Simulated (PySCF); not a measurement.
**Two-component Hartree-Fock for Nd (neodymium, neutral)**

Start: [Xe] 4f4 6s2; 4f5/2 filled at m_j = -1/2, +1/2, +3/2, +5/2. Calculated with PySCF 2.14 in x2c-TZVPall-2c (11s11p10d4f1g, 131 functions): generalised Hartree-Fock with the X2C-1e Hamiltonian and a Gaussian nucleus; one run each with spin-orbit coupling (SO) switched off, then screened by Boettger's factors.

```json
{"spinor shell": "1s1/2", "electrons": "2", "ε, spin-free (eV)": "-43782.8", "ε, screened SO (eV)": "-43776.1", "weight of nominal j (screened SO)": "1.000", "rms radius, screened SO (bohr)": "0.0269"}
{"spinor shell": "2s1/2", "electrons": "2", "ε, spin-free (eV)": "-7194.5", "ε, screened SO (eV)": "-7192.4", "weight of nominal j (screened SO)": "1.000", "rms radius, screened SO (bohr)": "0.109"}
{"spinor shell": "2p1/2", "electrons": "2", "ε, spin-free (eV)": "-6425.0", "ε, screened SO (eV)": "-6789.7", "weight of nominal j (screened SO)": "1.000", "rms radius, screened SO (bohr)": "0.0938"}
{"spinor shell": "2p3/2", "electrons": "4", "ε, spin-free (eV)": "-6425.0", "ε, screened SO (eV)": "-6265.6", "weight of nominal j (screened SO)": "1.000", "rms radius, screened SO (bohr)": "0.0998"}
{"spinor shell": "3s1/2", "electrons": "2", "ε, spin-free (eV)": "-1607.8", "ε, screened SO (eV)": "-1607.1", "weight of nominal j (screened SO)": "1.000", "rms radius, screened SO (bohr)": "0.283"}
{"spinor shell": "3p1/2", "electrons": "2", "ε, spin-free (eV)": "-1359.8", "ε, screened SO (eV)": "-1434.4", "weight of nominal j (screened SO)": "1.000", "rms radius, screened SO (bohr)": "0.275"}
{"spinor shell": "3p3/2", "electrons": "4", "ε, spin-free (eV)": "-1359.8", "ε, screened SO (eV)": "-1326.7", "weight of nominal j (screened SO)": "1.000", "rms radius, screened SO (bohr)": "0.288"}
{"spinor shell": "3d3/2", "electrons": "4", "ε, spin-free (eV)": "-1015.4", "ε, screened SO (eV)": "-1029.2", "weight of nominal j (screened SO)": "0.997", "rms radius, screened SO (bohr)": "0.260"}
{"spinor shell": "3d5/2", "electrons": "6", "ε, spin-free (eV)": "-1015.4", "ε, screened SO (eV)": "-1005.4", "weight of nominal j (screened SO)": "0.998", "rms radius, screened SO (bohr)": "0.263"}
{"spinor shell": "4s1/2", "electrons": "2", "ε, spin-free (eV)": "-340.00", "ε, screened SO (eV)": "-339.76", "weight of nominal j (screened SO)": "1.000", "rms radius, screened SO (bohr)": "0.645"}
{"spinor shell": "4p1/2", "electrons": "2", "ε, spin-free (eV)": "-256.07", "ε, screened SO (eV)": "-273.49", "weight of nominal j (screened SO)": "0.982", "rms radius, screened SO (bohr)": "0.668"}
{"spinor shell": "4p3/2", "electrons": "4", "ε, spin-free (eV)": "-256.07", "ε, screened SO (eV)": "-248.17", "weight of nominal j (screened SO)": "0.991", "rms radius, screened SO (bohr)": "0.694"}
{"spinor shell": "4d3/2", "electrons": "4", "ε, spin-free (eV)": "-133.57", "ε, screened SO (eV)": "-139.85", "weight of nominal j (screened SO)": "0.773", "rms radius, screened SO (bohr)": "0.762"}
{"spinor shell": "4d5/2", "electrons": "6", "ε, spin-free (eV)": "-133.57", "ε, screened SO (eV)": "-129.15", "weight of nominal j (screened SO)": "0.849", "rms radius, screened SO (bohr)": "0.767"}
{"spinor shell": "5s1/2", "electrons": "2", "ε, spin-free (eV)": "-50.339", "ε, screened SO (eV)": "-50.297", "weight of nominal j (screened SO)": "1.000", "rms radius, screened SO (bohr)": "1.59"}
{"spinor shell": "5p1/2", "electrons": "2", "ε, spin-free (eV)": "-27.661", "ε, screened SO (eV)": "-30.479", "weight of nominal j (screened SO)": "0.925", "rms radius, screened SO (bohr)": "1.79"}
{"spinor shell": "5p3/2", "electrons": "4", "ε, spin-free (eV)": "-27.661", "ε, screened SO (eV)": "-26.384", "weight of nominal j (screened SO)": "0.962", "rms radius, screened SO (bohr)": "1.91"}
{"spinor shell": "4f5/2", "electrons": "4", "ε, spin-free (eV)": "-11.954", "ε, screened SO (eV)": "-11.963", "weight of nominal j (screened SO)": "0.700", "rms radius, screened SO (bohr)": "1.15"}
{"spinor shell": "6s1/2", "electrons": "2", "ε, spin-free (eV)": "-4.730", "ε, screened SO (eV)": "-4.731", "weight of nominal j (screened SO)": "1.000", "rms radius, screened SO (bohr)": "5.12"}
```

| quantity | spin-free | screened SO |
| --- | --- | --- |
| E (hartree) | -9617.46457 | -9622.28242 |
| M_J | 4 | 4 |
| ⟨J²⟩ | 24.010 | 23.440 |
| ⟨L²⟩ | 42.005 | 41.889 |
| ⟨S²⟩ | 6.005 | 5.998 |

The determinant has a definite M_J but mixes levels of different J.

Each row is a mean over spinors that exchange with the open shell spreads, by up to 10.022 eV (4d3/2).

Rows whose weight is well below 1 are mixtures of j = l ± 1/2: exchange outweighs spin-orbit coupling there, and the label is only the starting occupation.

Breit and QED terms are absent; they matter most for the inner s and p1/2 levels.

Densities and radii are taken from the X2C orbitals without a picture-change correction, which distorts them close to the nucleus.

Without spin-orbit coupling the j labels of p, d and f shells carry no meaning; the spin-free column gives the mean over the occupied spinors of each nl shell, and its ⟨J²⟩ belongs to a mixture of degenerate components.
